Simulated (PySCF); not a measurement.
Species: C8H9F3O.
SMILES with atom numbers: `[CH2:1]=[CH:2][C@@:3]1([F:4])[C@H:5]([CH2:6][F:7])[CH2:8][C:9](=[O:10])[C@@H:11]1[F:12]` (hydrogens: H13, H14 on C1; H15 on C2; H16 on C5; H17, H18 on C6; H19, H20 on C8; H21 on C11)

Jobs on this species (21 atoms, 92 electrons) with PySCF (density fitting). Hardware of each: one thread of an Arm Neoverse N1, shared host. Other jobs ran on the host; a repeat could differ by tens of per cent or more.

| level and settings | work | basis functions | SCF cycles | wall time |
| --- | --- | --- | --- | --- |
| PBE0/pcSseg-1, IEF-PCM tetrahydrofuran | shieldings, ring-centre shieldings | 249 | ? | ? |
| PBE0-D3(BJ)/def2-SVP, grid level 1 | geometry optimisation from a GFN2-xTB start | 213 | 58 | 6.4 min |
| PBE0/pcSseg-1, IEF-PCM chloroform | shieldings, ring-centre shieldings, charges and field gradients | 249 | 14 | 1.8 min |

Q: Fill in the missing figures.

A: 
- PBE0/pcSseg-1, IEF-PCM tetrahydrofuran; shieldings, ring-centre shieldings: 1.8 min, 14 SCF cycles

Q: What do all jobs in the table cost together?

A: About 10 min; the longest takes about 64 % of that, and about 3.6 times as long as the shortest.
